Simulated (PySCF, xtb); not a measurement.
ReO₂Cl, SMILES [O]=[Re](=[O])[Cl] (connectivity only; charge and spin as stated), neutral, multiplicity 3.

Harmonic wavenumbers (cm⁻¹) from GFN2-xTB (xtb 6.7.1) at its own minimum, in rising order: 131, 145, 211, 382, 906, 955.

Question: What does PBE-D3(BJ)/def2-SVP run with PySCF give at its own minimum? (The exact figures need the calculation; the answer reports its results.)

Answer: 94, 138, 274, 407, 937, 987. Paired by order, the mean absolute difference is 32 cm⁻¹ and the zero-point energies are 3.9 and 4.1 kcal/mol.
